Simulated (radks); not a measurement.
Problem. All-electron atom: the tellurium ion Te10+ in [Kr] 4d6. Method: Dirac Kohn-Sham, BLYP, spin-unpolarised, spherical densities, finite nucleus; open shells fill j = l - 1/2 first; Fermi nuclear charge, rms radius 4.7423 fm; computed with a radial shooting solver on a logarithmic mesh with Libxc functionals. Some entries of the table are withheld. Estimate them.

orbital,occ.,eigenvalue (hartree),<r> (bohr),<1/r> (bohr^-1)
1s1/2,2,-1168.505,0.02781,(1)
2s1/2,2,-184.9685,0.1194,12.94
2p1/2,2,-173.7628,0.1008,12.93
2p3/2,4,-163.6692,0.1064,11.96
3s1/2,2,-42.15983,0.3214,4.610
3p1/2,2,(2),(3),4.521
3p3/2,4,(4),(5),4.284
3d3/2,4,-27.55046,0.2937,4.138
3d5/2,6,-27.15432,0.2973,4.077
4s1/2,2,-12.33257,0.7419,1.898
4p1/2,2,(6),0.7680,1.802
4p3/2,4,(7),0.7916,1.729
4d3/2,4,(8),0.8599,1.535
4d5/2,2,(9),0.8676,1.518

Solution. 
(1) 1s1/2 <1/r> (bohr^-1): 55.57
(2) 3p1/2 eigenvalue (hartree): -37.55486
(3) 3p1/2 <r> (bohr): 0.3116
(4) 3p3/2 eigenvalue (hartree): -35.66600
(5) 3p3/2 <r> (bohr): 0.3230
(6) 4p1/2 eigenvalue (hartree): -10.69974
(7) 4p3/2 eigenvalue (hartree): -10.30378
(8) 4d3/2 eigenvalue (hartree): -7.62448
(9) 4d5/2 eigenvalue (hartree): -7.55585
